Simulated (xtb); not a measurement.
Harmonic IR lines of one isomer of C₈H₁₃BO, unscaled. Calculation: GFN2-xTB in xtb.

| wavenumber (cm⁻¹) | relative intensity |
|---|---|
| 662 | 4.6 |
| 722 | 5.6 |
| 768 | 5.3 |
| 812 | 12 |
| 865 | 23 |
| 944 | 5.1 |
| 1145 | 4.6 |
| 1165 | 3.0 |
| 1196 | 5.0 |
| 1206 | 4.9 |
| 1256 | 4.0 |
| 1272 | 4.8 |
| 1389 | 7.7 |
| 1780 | 100 |
| 2648 | 25 |
| 2686 | 31 |
| 2722 | 42 |
| 2885 | 9.9 |
| 2987 | 16 |
| 2995 | 9.5 |
| 3002 | 40 |
| 3010 | 37 |

**Question.** Which structure gives these lines?
A) `B[C@@H]1[C@H]2CC[C@]1(C=O)CC2`
B) `B[C@]12CC[C@H](CC1)[C@@H]2C=O`
C) `B[C@]12CC[C@](C=O)(CC1)C2`
D) `B[C@@H]1C[C@H]2C[C@@H]1[C@H](C=O)C2`

**Answer.** A, `B[C@@H]1[C@H]2CC[C@]1(C=O)CC2`
